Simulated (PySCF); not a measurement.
**The second ionisation energy along the 3d series**

All values are computed (PySCF 2.14, energy differences of UHF-based or UKS calculations, no spin-orbit coupling). Values in eV. The last column holds reference values (NIST; (s) semi-empirical, (t) theoretical, else measured). Unmarked ones compare directly (S terms, centres of terms, or small fine structure); those marked * lie between the lowest fine-structure levels and include a spin-orbit shift.

```tsv
element	configurations	UHF	LDA	PBE	PBE0	SCS-MP2 (valence)	MP2 (valence and next inner shell)	reference
Sc (x2c-QZVPPall, spin-free X2C)	[Ar] 3d1 4s1 → [Ar] 3d1	12.221	13.280	13.120	12.944	12.253	12.779	12.800 *
Ti (x2c-QZVPPall, spin-free X2C)	[Ar] 3d2 4s1 → [Ar] 3d2	12.938	14.203	14.014	13.790	13.000	13.561	13.575 *
V (x2c-QZVPPall, spin-free X2C)	[Ar] 3d4 → [Ar] 3d3	13.158	15.735	15.342	14.986	13.418	14.721	14.634 ± 0.007 *
Cr (x2c-QZVPPall, spin-free X2C)	[Ar] 3d5 → [Ar] 3d4	14.991	n/a	n/a	n/a	15.326	n/a	16.486 *
Mn (x2c-QZVPPall, spin-free X2C)	[Ar] 3d5 4s1 → [Ar] 3d5	14.852	16.516	16.288	15.965	15.004	15.648	15.640
Fe (x2c-QZVPPall, spin-free X2C)	[Ar] 3d6 4s1 → [Ar] 3d6	15.294	17.093	16.847	16.509	15.648	16.190	16.199 *
Co (x2c-QZVPPall, spin-free X2C)	[Ar] 3d8 → [Ar] 3d7	14.177	18.338	17.884	17.202	16.868	17.617	17.084 *
Ni (x2c-QZVPPall, spin-free X2C)	[Ar] 3d9 → [Ar] 3d8	14.989	19.575	18.909	18.176	18.042	19.046	18.169 *
Cu (x2c-QZVPPall, spin-free X2C)	[Ar] 3d10 → [Ar] 3d9	17.136	21.558	20.939	20.229	20.406	21.481	20.292 *
Zn (x2c-QZVPPall, spin-free X2C)	[Ar] 3d10 4s1 → [Ar] 3d10	16.857	19.022	18.722	18.329	17.736	17.993	17.964
```

"Valence" correlates the outer s and p shells and, in groups 3 to 12 and the f block, the outer d or f shell, open or full, or the next shell where the ion has no valence electron left; the wider scheme adds the next inner shell.
